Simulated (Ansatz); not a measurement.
Abridged output of a molecular run in Ansatz:

```
Functional definition: HF
1696 factors; integrals over basis functions are off by at most 1.1e-3 eV
mean field evaluation 1: about -20954.7478 eV, gradient 4.1e1 eV
mean field evaluation 2: about -20955.1023 eV, gradient 4.2e1 eV
mean field evaluation 4: about -20959.1692 eV, gradient 4.4e0 eV
mean field evaluation 8: about -20959.2455 eV, gradient 3.4e-1 eV
mean field -20959.24584193 eV, -770.2380780037 hartree, gradient 3.0e-6 eV, S^2 0.000000; 0 other end points of the search recorded, 0 dependent functions left out
13 core orbitals not correlated: weight in the atoms' cores, before any rotation towards them, 1.000 or more for the frozen orbitals, at most 0.000 for the correlated occupied ones
reference -20959.24584193 eV, -770.2380780037 hartree; 16, 16 occupied and 260, 260 virtual orbitals, 1696 factors
second order -24.51117340 eV of doubles, -0.00000000 eV of singles
cycle   1  -25.11164008 eV  change   -6.0e-1 eV  update   1.1e-1
cycle   2  -25.80758006 eV  change   -7.0e-1 eV  update   3.4e-2
cycle   3  -25.95925592 eV  change   -1.5e-1 eV  update   1.8e-2
cycle   4  -25.94216969 eV  change    1.7e-2 eV  update   4.0e-3
cycle   5  -25.94156689 eV  change    6.0e-4 eV  update   1.9e-3
cycle   6  -25.94236474 eV  change   -8.0e-4 eV  update   5.3e-4
cycle   7  -25.94201266 eV  change    3.5e-4 eV  update   2.3e-4
cycle   8  -25.94194729 eV  change    6.5e-5 eV  update   7.2e-5
cycle   9  -25.94198918 eV  change   -4.2e-5 eV  update   2.8e-5
cycle  10  -25.94198799 eV  change    1.2e-6 eV  update   9.5e-6
perturbative correction -0.93792661 eV, -0.0344681671 hartree
Total energy: -20986.12575653 eV, -771.2258966454 hartree
```

Its atoms:

```xyz
13

O     0.542    1.181   -0.926
C     0.591    0.043   -0.102
Si    1.338    0.417    1.616
O    -0.689   -0.509    0.104
Si   -1.686   -0.892   -1.164
H     0.096    1.889   -0.449
H     1.213   -0.667   -0.662
H     1.247   -0.768    2.505
H     0.557    1.549    2.186
H     2.757    0.827    1.460
H    -2.695   -1.823   -0.607
H    -0.899   -1.550   -2.242
H    -2.373    0.302   -1.718
```

Problem. Which basis set was used?
A. def2-SVPD
B. def2-SVP
C. def2-QZVPP
D. def2-TZVPP

Solution. D. It gives 289 functions.

Problem. Write the keys of the input that set method, charge and spin (a neutral closed shell needs none for the last two).

Solution. 
```yaml
correlation: {method: ccsd_t}
```
